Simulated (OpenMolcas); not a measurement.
# d7 ions of charge +3 down a group with 6 water ligands in octahedral coordination

```yaml
Program: OpenMolcas 26.06
Method: CASSCF
Spin-orbit_coupling: RASSI with atomic mean-field integrals over the reference wave functions
```

The d shell is active. Anionic complexes are neutralised by point charges behind the ligands. Distances were set from a Shannon-type radius of the metal (high-spin where two are listed) plus a fixed donor radius (H2O 1.36 Å). Ligand basis ANO-RCC-VDZP, DKH2 Hamiltonian. States (labels of O, taken over from Oh, the nearest higher group). Energies in cm-1 above the lowest state or level, χT in cm3 K/mol; under a threefold ground state the first gap can be a small split of the lowest multiplet, not the spin-orbit step; 10Dq and B are least-squares fits to the states below 45000 cm-1, weighted by degeneracy, with a free offset, and given where the rms deviation is under 5 % of |10Dq| (or 100 cm-1) and under 700 cm-1. Spin-only χT is S(S+1) / 2 for the spin of the ground state.

```csv
Ion,Shell,R (Å),Metal basis,Ground state,First state of that spin,10Dq,B (rms of fit),First gap with spin-orbit (degeneracies),χT at 300 K,First state of another spin,Spin-only χT
Ni3+,3d7,1.96,ANO-RCC-VTZP,4T1,4T2 9086,11016,1298 (330),"472.0 (2, 4)",3.382,2E 12937,1.875
Pd3+,4d7,2.12,ANO-RCC-VDZP,2E,2T1 15024,17429,802 (299),"910.3 (4, 2)",0.817,4T1 1347,0.375
```

The rows also differ in their metal basis, so part of each step comes from that.

|10Dq| changes by a factor of 17429 / 11016 = 1.58 from Ni3+ to Pd3+.

B goes from 1298 cm-1 (Ni3+) to 802 cm-1 (Pd3+).

Below the highest spin of the shell: Pd3+. χT departs most from the spin-only value for Ni3+, by +1.507 cm3 K/mol.

Without dynamic correlation the repulsion within the d shell is too large (B by tens of per cent), so at a given field states of lower spin stand too high. Ligand-to-metal charge-transfer states are missing. With no ligand orbital active B as a rule stays too high, so bands that hang on it stand too high and its fall with covalency is understated. With metal d orbitals alone the field can be off either way by tens of per cent. An orbital triplet at a regular site is open to Jahn-Teller coupling, which can distort the site and quench the lowest spin-orbit gaps and is left out (holds for Ni3+). This shell can be high or low spin here, a state of another spin lies low, and with metal d orbitals alone active their balance is uncertain, so the ground spin may be wrong (holds for Ni3+). Spin-orbit coupling mixes the spin-free states strongly: the lowest level takes only 69 % from its leading state, 2E (holds for Pd3+). An orbital doublet at a regular site is open to a Jahn-Teller distortion, which this geometry leaves out (holds for Pd3+). This shell can be high or low spin here, a state of another spin lies low, and with metal d orbitals alone active their balance is uncertain, so the ground spin may be wrong, although the usual error favours high spin (holds for Pd3+). The least metal-like active orbital is 78 % on the metal (Löwdin) and no ligand orbital is active, so the numbers are rough (holds for Pd3+). No measured value stands beside these numbers; the geometry was imposed, not optimised, and the real ion may take another.
